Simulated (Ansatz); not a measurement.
Consider the substitution at a C–C bond: `CC=[Se]` + `COB(O)Cl` → `COB(Cl)OC` + `C=[Se]`.

Computed with Ansatz on PBE0-D4/def2-TZVP structures; ΔE is electronic, products minus reactants. CBS: MP2 limit from def2 TZ/QZ plus the TZ coupled-cluster correction, frozen cores. This one scheme is used for every species. For Se outer-core shells are correlated without core-valence functions, which leaves a few kJ/mol of doubt a bond. Scalar relativity is left out up to krypton. Each species was taken in one conformer, which may not be the lowest.

```
    species  CCSD(T)/def2-TZVPP energy (Eh)
  `CC=[Se]`                     -2478.56369
 `COB(O)Cl`                      -675.36352
`COB(Cl)OC`                      -714.58417
   `C=[Se]`                     -2439.31508
```

Problem. Work out ΔE.

Solution. ΔE = (-714.58417) + (-2439.31508) − (-2478.56369) − (-675.36352) = 0.02796 Eh = +73.4 kJ/mol. CCSD(T)/CBS gives +76.5 kJ/mol.

Largest T1 diagnostic among the species: 0.016.

In def2-TZVPP, CCSD(T) changes the Hartree–Fock value by +4.6 kJ/mol (the triples alone add +0.7 kJ/mol) and MP2 by +13.0 kJ/mol.
